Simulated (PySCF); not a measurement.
Species: C₄H₉FNSi₂ (doublet state).
Atom-mapped SMILES: `[F:1][SiH2:2][N:3]([CH2:4][SiH3:5])[C:6]1[CH:7]=[CH:8]1` (hydrogens: H9, H10 on Si2; H11, H12 on C4; H13, H14, H15 on Si5; H16 on C7; H17 on C8)

Geometry (GFN2-xTB, Å), atoms numbered from 1 in this order:
```xyz
17
C4H9FNSi2 angstrom
F      0.1435    0.8470    3.0628
Si    -0.7754    1.1013    1.7698
N     -0.1840    0.0226    0.5653
C      1.1211   -0.6170    0.6036
Si     1.9400   -0.2176   -1.0765
C     -0.6791    0.0072   -0.7275
C     -1.5181   -0.9999   -1.4134
C     -2.0656    0.1775   -1.1717
H     -0.5979    2.5162    1.4668
H     -2.1289    0.7191    2.1474
H      0.9879   -1.6950    0.7347
H      1.6920   -0.2572    1.4556
H      1.4532   -1.0760   -2.1544
H      3.3735   -0.5209   -0.9020
H      1.7917    1.2079   -1.3591
H     -1.6207   -1.9858   -1.7997
H     -2.9402    0.7826   -1.2117
```

The hyperfine couplings belong to this conformer and change with its torsions.

Computed with UKS B3LYP, pcH-1 on C F H N Si, non-relativistic, mean-field spin-orbit, GIAO in PySCF. Isolated species at its GFN2-xTB geometry (one conformer only). The geometry wasn't refined by DFT: couplings that depend on bond lengths, twists or pyramidal angles can differ widely from those at the functional's own minimum. The SCF solution wasn't tested for stability.

Problem. Give the principal g shifts and their parts.

Solution. 
```
                    Δg (ppm)     1     2     3
relativistic mass correction  -174  -174  -174
            gauge correction    16    23    21
   orbital Zeeman/spin–orbit  -256   842  1017
                       total  -415   691   864
```

So g = 2.00190, 2.00301, 2.00318 and g_iso = 2.00270; the tensor is close to axial: the two nearest values differ by 14 % of g3 − g1. Axes: g2 points within 12° of the Si2–N3 bond.

Problem. What are the electron Larmor frequencies g μB B/h along the three axes at 340 mT?

Solution. 9.5265, 9.5318, 9.5326 GHz for g1, g2 and g3, a range of 6.1 MHz.

Problem. What effective moment and Curie constant follow for a powder?

Solution. With the mean of g² = 4.0108 and S(S+1) = 0.75: μ_eff = √(⟨g²⟩S(S+1)) = 1.734 μB and χT = 0.12505·⟨g²⟩·S(S+1) = 0.376 cm³ K/mol (cgs; spin-Hamiltonian part alone).

Problem. How much does each term add to the isotropic shift?

Solution. The orbital-Zeeman/spin–orbit term 534, the mass correction -174 and the gauge correction 20 ppm, for a total of 380 ppm. The orbital-Zeeman/spin–orbit term is the largest in size. The mass correction is the same along every axis, so the anisotropy comes from the other two: their spans along these axes are 7 (gauge) and 1274 ppm (orbital Zeeman/spin–orbit).

Problem. In a frozen sample, at which fields do the three g values resonate at 9.5, 34, 94 and 263 GHz (hyperfine left aside), and which band first spreads them over more than twice a line width of 1.0 mT?

Solution. 
| band | GHz | B(g3) mT | B(g2) mT | B(g1) mT | spread mT |
| --- | --- | --- | --- | --- | --- |
| X | 9.5 | 338.84 | 338.87 | 339.05 | 0.22 |
| Q | 34.0 | 1212.68 | 1212.79 | 1213.46 | 0.77 |
| W | 94.0 | 3352.71 | 3353.00 | 3354.85 | 2.14 |
| J | 263.0 | 9380.45 | 9381.26 | 9386.44 | 5.99 |

The spread grows in proportion to the frequency. W band is the first where it exceeds 2.0 mT.

The Mulliken spin populations are largest on C6 (+0.65), C7 (+0.15) and N3 (+0.11). The angles at C6 add up to 311.6°, so it is pyramidal.

The HOMO–LUMO gaps are 3.67 eV among the α and 4.97 eV among the β orbitals.

On an Arm Neoverse V2 with one thread, no GPU, shared host, this took 2.2 min wall (grids of density and orbitals included) and 1.1 GiB of memory at its peak.
